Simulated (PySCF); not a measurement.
C₄H₃F₃O, SMILES FC1=CCC(F)(F)O1.

The structure is a stationary point at PBE-D3(BJ)/def2-SVP. The structure was generated by enumeration, and PubChem lists no compound with its InChIKey, so it may never have been made. One conformer was computed; it need not be the lowest.

Level of theory: PBE-D3(BJ)/def2-SVP (PySCF).

Harmonic, unscaled wavenumbers; measured fundamentals usually lie a few per cent lower.

```json
[
 {"mode": "1", "ν (cm⁻¹)": "44", "IR (km/mol)": "0.3", "moving atoms (share of kinetic energy)": "F 46 %, O 28 %, C 16 %, H 10 %"},
 {"mode": "2", "ν (cm⁻¹)": "210", "IR (km/mol)": "1.3", "moving atoms (share of kinetic energy)": "F 48 %, C 38 %, H 12 %"},
 {"mode": "3", "ν (cm⁻¹)": "349", "IR (km/mol)": "2.0", "moving atoms (share of kinetic energy)": "F 44 %, H 27 %, C 18 %, O 10 %"},
 {"mode": "4", "ν (cm⁻¹)": "355", "IR (km/mol)": "0.7", "moving atoms (share of kinetic energy)": "F 76 %, C 14 %, O 9 %"},
 {"mode": "5", "ν (cm⁻¹)": "414", "IR (km/mol)": "9.2", "moving atoms (share of kinetic energy)": "F 62 %, C 23 %, O 13 %"},
 {"mode": "6", "ν (cm⁻¹)": "508", "IR (km/mol)": "1.1", "moving atoms (share of kinetic energy)": "F 47 %, C 22 %, O 18 %, H 13 %"},
 {"mode": "7", "ν (cm⁻¹)": "557", "IR (km/mol)": "0.7", "moving atoms (share of kinetic energy)": "C 44 %, F 31 %, H 16 %, O 10 %"},
 {"mode": "8", "ν (cm⁻¹)": "617", "IR (km/mol)": "0.0", "moving atoms (share of kinetic energy)": "C 60 %, O 19 %, H 13 %"},
 {"mode": "9", "ν (cm⁻¹)": "638", "IR (km/mol)": "7.8", "moving atoms (share of kinetic energy)": "F 60 %, C 25 %, O 13 %"},
 {"mode": "10", "ν (cm⁻¹)": "671", "IR (km/mol)": "18.4", "moving atoms (share of kinetic energy)": "F 48 %, C 47 %"},
 {"mode": "11", "ν (cm⁻¹)": "688", "IR (km/mol)": "41.2", "moving atoms (share of kinetic energy)": "H 74 %, C 24 %"},
 {"mode": "12", "ν (cm⁻¹)": "833", "IR (km/mol)": "7.7", "moving atoms (share of kinetic energy)": "O 44 %, C 34 %, F 15 %"},
 {"mode": "13", "ν (cm⁻¹)": "884", "IR (km/mol)": "27.3", "moving atoms (share of kinetic energy)": "H 48 %, C 39 %, F 13 %"},
 {"mode": "14", "ν (cm⁻¹)": "971", "IR (km/mol)": "20.9", "moving atoms (share of kinetic energy)": "H 73 %, C 25 %"},
 {"mode": "15", "ν (cm⁻¹)": "986", "IR (km/mol)": "40.1", "moving atoms (share of kinetic energy)": "O 52 %, C 29 %, F 12 %"},
 {"mode": "16", "ν (cm⁻¹)": "1054", "IR (km/mol)": "41.7", "moving atoms (share of kinetic energy)": "H 71 %, C 21 %"},
 {"mode": "17", "ν (cm⁻¹)": "1060", "IR (km/mol)": "251.4", "moving atoms (share of kinetic energy)": "C 77 %, O 12 %, H 8 %"},
 {"mode": "18", "ν (cm⁻¹)": "1170", "IR (km/mol)": "85.5", "moving atoms (share of kinetic energy)": "C 48 %, H 40 %, F 11 %"},
 {"mode": "19", "ν (cm⁻¹)": "1234", "IR (km/mol)": "55.0", "moving atoms (share of kinetic energy)": "C 70 %, H 21 %, F 9 %"},
 {"mode": "20", "ν (cm⁻¹)": "1236", "IR (km/mol)": "170.4", "moving atoms (share of kinetic energy)": "C 63 %, H 26 %, F 11 %"},
 {"mode": "21", "ν (cm⁻¹)": "1296", "IR (km/mol)": "263.0", "moving atoms (share of kinetic energy)": "C 67 %, H 21 %, O 8 %"},
 {"mode": "22", "ν (cm⁻¹)": "1364", "IR (km/mol)": "66.8", "moving atoms (share of kinetic energy)": "C 76 %, H 9 %, F 9 %"},
 {"mode": "23", "ν (cm⁻¹)": "1393", "IR (km/mol)": "9.3", "moving atoms (share of kinetic energy)": "H 89 %, C 11 %"},
 {"mode": "24", "ν (cm⁻¹)": "1738", "IR (km/mol)": "224.2", "moving atoms (share of kinetic energy)": "C 93 %"},
 {"mode": "25", "ν (cm⁻¹)": "2989", "IR (km/mol)": "12.4", "moving atoms (share of kinetic energy)": "H 95 %"},
 {"mode": "26", "ν (cm⁻¹)": "3041", "IR (km/mol)": "2.2", "moving atoms (share of kinetic energy)": "H 90 %, C 10 %"},
 {"mode": "27", "ν (cm⁻¹)": "3215", "IR (km/mol)": "4.9", "moving atoms (share of kinetic energy)": "H 91 %, C 9 %"}
]
```
